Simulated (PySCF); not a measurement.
Correlation energy of Fe³⁺ (iron, charge +3)

[Ar] 3d5, high-spin 6S determinant. Computed with PySCF 2.14 in aug-cc-pVDZ, with no relativity, point nucleus. Frozen: [Ar]; 5 electrons correlated.

| level | correlation energy (mhartree) |
| --- | --- |
| CCSD | -53.07 |
| (T) | -0.35 |
| CCSD(T) | -53.42 |

Diagnostics: T1 = 0.0036, D1 = 0.0051, largest double amplitude 0.021.

Cost of the coupled-cluster step: of the order of 1.4 core-seconds, for 5 correlated electrons.

Iterations:

```
CC2 = 0
CCSD nocc = (np.int64(5), np.int64(0)), nmo = (50, 50)
frozen orbitals [[0, 1, 2, 3, 4, 5, 6, 7, 8], [0, 1, 2, 3, 4, 5, 6, 7, 8]]
max_cycle = 100
direct = 0
conv_tol = 1e-08
conv_tol_normt = 1e-06
diis_space = 8
diis_start_cycle = 0
Init t2, MP2 energy = -0.0486670287856327
Init E_corr(UCCSD) = -0.0486670287859431
cycle = 1  E_corr(UCCSD) = -0.0525239109662768  dE = -0.00385688218  norm(t1,t2) = 0.011838
cycle = 2  E_corr(UCCSD) = -0.0529975263026821  dE = -0.000473615336  norm(t1,t2) = 0.00190572
cycle = 3  E_corr(UCCSD) = -0.0530756352947697  dE = -7.81089921e-05  norm(t1,t2) = 0.000405689
cycle = 4  E_corr(UCCSD) = -0.0530722550519807  dE = 3.38024279e-06  norm(t1,t2) = 2.87508e-05
cycle = 5  E_corr(UCCSD) = -0.0530722931166051  dE = -3.80646244e-08  norm(t1,t2) = 2.14126e-06
cycle = 6  E_corr(UCCSD) = -0.0530723142534943  dE = -2.11368892e-08  norm(t1,t2) = 1.86316e-07
cycle = 7  E_corr(UCCSD) = -0.0530723136295896  dE = 6.23904706e-10  norm(t1,t2) = 1.43181e-08
UCCSD converged
E(UCCSD) = -1260.659608793654  E_corr = -0.05307231362958959
UCCSD(T) correction = -0.000349361298698234
```
